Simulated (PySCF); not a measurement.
PySCF input file for C2H6O2, SMILES OCCO, TDA-PBE/def2-SVPD. Coordinates come from a PBE0-D3(BJ)/def2-SVP optimisation. One conformer was computed; it need not be the lowest.

```python
import numpy as np
from pyscf import gto, scf, dft, tdscf

mol = gto.M(
    atom='''
    O     1.33534053   -0.52310108   -0.01938480
    C     0.61453036    0.65805082   -0.28791404
    C    -0.83421865    0.24738050   -0.42900698
    O    -1.28161921   -0.39919189    0.72509517
    H     2.20804042   -0.29169223    0.30968485
    H     0.70279869    1.38035081    0.54632291
    H     0.96383518    1.15776049   -1.21312286
    H    -1.46145183    1.13814472   -0.59336535
    H    -0.93290793   -0.39571226   -1.32842438
    H    -0.59195543   -1.04309575    0.93474796
    ''',
    basis='def2-SVPD',
    charge=0,
    spin=0,
    max_memory=1600,
    verbose=4,
)
mf = dft.RKS(mol, xc='pbe').density_fit(auxbasis='def2-universal-jkfit')
mf.grids.level = 3
mf.conv_tol = 1e-9
mf.max_cycle = 100
mf.kernel()
mf.grids = dft.Grids(mol).set(level=1).build(with_non0tab=True)  # coarser grid for the response kernel
td = tdscf.TDA(mf)
td.singlet = True
td.nstates = 10
td.conv_tol = 1e-4
td.positive_eig_threshold = 1e-6
td.kernel(x0=td.get_init_guess(mf, 15))
td.analyze()
tt = tdscf.TDA(mf)
tt.singlet = False
tt.nstates = 4
tt.conv_tol = 1e-4
tt.positive_eig_threshold = 1e-6
tt.kernel(x0=tt.get_init_guess(mf, 9))
tt.analyze(verbose=3)
```

It prints:

```
PySCF version 2.14.0

[INPUT] verbose = 4
[INPUT] num. atoms = 10
[INPUT] num. electrons = 34
[INPUT] charge = 0
[INPUT] spin (= nelec alpha-beta = 2S) = 0
[INPUT] symmetry False subgroup None
[INPUT] Mole.unit = angstrom
[INPUT] Symbol           X                Y                Z      unit          X                Y                Z       unit  Magmom
[INPUT]  1 O      1.335340530000  -0.523101080000  -0.019384800000 AA    2.523427884732  -0.988517776664  -0.036631962979 Bohr   0.0
[INPUT]  2 C      0.614530360000   0.658050820000  -0.287914040000 AA    1.161294075630   1.243535825845  -0.544078683017 Bohr   0.0
[INPUT]  3 C     -0.834218650000   0.247380500000  -0.429006980000 AA   -1.576444776504   0.467481393558  -0.810705697727 Bohr   0.0
[INPUT]  4 O     -1.281619210000  -0.399191890000   0.725095170000 AA   -2.421909302881  -0.754363343248   1.370231285545 Bohr   0.0
[INPUT]  5 H      2.208040420000  -0.291692230000   0.309684850000 AA    4.172591665770  -0.551218427364   0.585219551427 Bohr   0.0
[INPUT]  6 H      0.702798690000   1.380350810000   0.546322910000 AA    1.328097044803   2.608484986722   1.032400675475 Bohr   0.0
[INPUT]  7 H      0.963835180000   1.157760490000  -1.213122860000 AA    1.821384519421   2.187850243942  -2.292469960849 Bohr   0.0
[INPUT]  8 H     -1.461451830000   1.138144720000  -0.593365350000 AA   -2.761743702944   2.150781810920  -1.121298003307 Bohr   0.0
[INPUT]  9 H     -0.932907930000  -0.395712260000  -1.328424380000 AA   -1.762940487135  -0.747787795533  -2.510358255395 Bohr   0.0
[INPUT] 10 H     -0.591955430000  -1.043095750000   0.934747960000 AA   -1.118633640649  -1.971165289198   1.766417639896 Bohr   0.0

nuclear repulsion = 134.592504146242
number of shells = 58
number of NR pGTOs = 186
number of NR cGTOs = 134
basis = def2-SVPD
ecp = {}


[settings echo left out]
init E= -230.07703955424
  HOMO = -0.341475066720679  LUMO = -0.0377088112486659  gap/eV = 8.26590
cycle= 1 E= -229.688839427302  delta_E= 0.388  |g|= 0.87  |ddm|= 3.67
  HOMO = -0.0676314419267268  LUMO = 0.00507396820710326  gap/eV = 1.97841
cycle= 2 E= -229.123477329739  delta_E= 0.565  |g|= 1.88  |ddm|= 2.35
  HOMO = -0.236336604026754  LUMO = -0.0188648539207463  gap/eV = 5.91771
cycle= 3 E= -229.834924565138  delta_E= -0.711  |g|= 0.111  |ddm|= 1.85
  HOMO = -0.228256591901757  LUMO = -0.0181577337870715  gap/eV = 5.71708
cycle= 4 E= -229.836947183851  delta_E= -0.00202  |g|= 0.0634  |ddm|= 0.204
  HOMO = -0.22698322177535  LUMO = -0.0167052600105819  gap/eV = 5.72195
cycle= 5 E= -229.837817642874  delta_E= -0.00087  |g|= 0.0222  |ddm|= 0.0742
  HOMO = -0.226461814488981  LUMO = -0.0174110258670286  gap/eV = 5.68856
cycle= 6 E= -229.837915290636  delta_E= -9.76e-05  |g|= 0.00633  |ddm|= 0.0245
  HOMO = -0.227125717922829  LUMO = -0.0174042296520422  gap/eV = 5.70681
cycle= 7 E= -229.837922866247  delta_E= -7.58e-06  |g|= 0.00146  |ddm|= 0.00563
  HOMO = -0.22706624919435  LUMO = -0.0174222610533104  gap/eV = 5.70470
cycle= 8 E= -229.837923268916  delta_E= -4.03e-07  |g|= 0.000264  |ddm|= 0.00183
  HOMO = -0.227116520587072  LUMO = -0.0174334215151855  gap/eV = 5.70577
cycle= 9 E= -229.837923286327  delta_E= -1.74e-08  |g|= 3.64e-05  |ddm|= 0.000381
  HOMO = -0.227115554178821  LUMO = -0.0174357544482708  gap/eV = 5.70568
cycle= 10 E= -229.837923286529  delta_E= -2.01e-10  |g|= 2.32e-05  |ddm|= 7.68e-05
  HOMO = -0.227116857069471  LUMO = -0.0174345431822003  gap/eV = 5.70575
Extra cycle  E= -229.837923286361  delta_E= 1.68e-10  |g|= 3.53e-05  |ddm|= 6.42e-05
converged SCF energy = -229.837923286361
tot grids = 35552
Overwritten attributes  positive_eig_threshold  of <class 'pyscf.tdscf.rks.TDA'>


******** <class 'pyscf.tdscf.rks.TDA'> for <class 'pyscf.df.df_jk.DFRKS'> ********
nstates = 10 singlet
deg_eia_thresh = 1.000e-03
wfnsym = None
conv_tol = 0.0001
eigh lindep = 1e-12
eigh level_shift = 0
eigh max_cycle = 100


Excitation energies (eV)
[5.76403367 6.38524389 6.72516619 7.04038285 7.31745953 7.45168923
 7.48971752 7.59394752 7.92404605 8.06989427]

** Singlet excitation energies and oscillator strengths **
Excited State   1:      5.76403 eV    215.10 nm  f=0.0134
      17 -> 18       -0.70599
Excited State   2:      6.38524 eV    194.17 nm  f=0.0023
      16 -> 18        0.70549
Excited State   3:      6.72517 eV    184.36 nm  f=0.0150
      17 -> 19       -0.70376
Excited State   4:      7.04038 eV    176.10 nm  f=0.0026
      17 -> 20       -0.70412
Excited State   5:      7.31746 eV    169.44 nm  f=0.0185
      16 -> 19       -0.69813
Excited State   6:      7.45169 eV    166.38 nm  f=0.0048
      15 -> 18       -0.68569
      17 -> 21        0.15489
Excited State   7:      7.48972 eV    165.54 nm  f=0.0716
      15 -> 18        0.14475
      17 -> 21        0.68140
Excited State   8:      7.59395 eV    163.27 nm  f=0.0111
      16 -> 20       -0.70216
Excited State   9:      7.92405 eV    156.47 nm  f=0.0140
      17 -> 22       -0.70329
Excited State  10:      8.06989 eV    153.64 nm  f=0.0369
      16 -> 21       -0.69691

** Transition electric dipole moments (AU) **
state          X           Y           Z        Dip. S.      Osc.
  1        -0.2689     -0.1404     -0.0551      0.0951      0.0134
  2        -0.1018     -0.0042      0.0646      0.0145      0.0023
  3        -0.0496     -0.0643      0.2908      0.0912      0.0150
  4         0.0225      0.0363      0.1142      0.0149      0.0026
  5        -0.0513     -0.1666      0.2701      0.1034      0.0185
  6        -0.0022     -0.1454      0.0732      0.0265      0.0048
  7        -0.0268     -0.1269     -0.6109      0.3901      0.0716
  8        -0.0355     -0.0877     -0.2256      0.0599      0.0111
  9         0.1863      0.1716     -0.0891      0.0721      0.0140
 10         0.0666     -0.3912     -0.1709      0.1866      0.0369

** Transition velocity dipole moments (imaginary part, AU) **
state          X           Y           Z        Dip. S.      Osc.
  1        -0.0341     -0.0176     -0.0124      0.0016      0.0051
  2        -0.0254      0.0013      0.0303      0.0016      0.0045
  3        -0.0072     -0.0021      0.0502      0.0026      0.0069
  4        -0.0053     -0.0076      0.0114      0.0002      0.0006
  5        -0.0158     -0.0354      0.0706      0.0065      0.0161
  6        -0.0102     -0.0279      0.0193      0.0013      0.0031
  7        -0.0160     -0.0317     -0.1235      0.0165      0.0400
  8        -0.0081     -0.0155     -0.0537      0.0032      0.0076
  9         0.0548      0.0532     -0.0019      0.0058      0.0134
 10         0.0204     -0.0963     -0.0520      0.0124      0.0279

** Transition magnetic dipole moments (imaginary part, AU) **
state          X           Y           Z
  1        -0.1618     -0.0155     -0.2124
  2         0.4169      0.4455      0.1694
  3        -0.1698     -0.0367      0.1822
  4        -0.5195      0.1981     -0.1100
  5        -0.1487      0.4162      0.0599
  6         0.1742      0.4329     -0.0654
  7        -0.2001      0.0907      0.0217
  8        -0.0412     -0.0955     -0.3042
  9         0.0045      0.1113      0.1973
 10        -0.0752     -0.0786      0.2648


******** <class 'pyscf.tdscf.rks.TDA'> for <class 'pyscf.df.df_jk.DFRKS'> ********
nstates = 4 triplet
deg_eia_thresh = 1.000e-03
wfnsym = None
conv_tol = 0.0001
eigh lindep = 1e-12
eigh level_shift = 0
eigh max_cycle = 100


Excitation energies (eV)
[5.64782821 6.11380526 6.59970483 6.81434866]

** Triplet excitation energies and oscillator strengths **
Excited State   1:      5.64783 eV    219.53 nm  f=0.0000
Excited State   2:      6.11381 eV    202.79 nm  f=0.0000
Excited State   3:      6.59970 eV    187.86 nm  f=0.0000
Excited State   4:      6.81435 eV    181.95 nm  f=0.0000
```

The run converged.
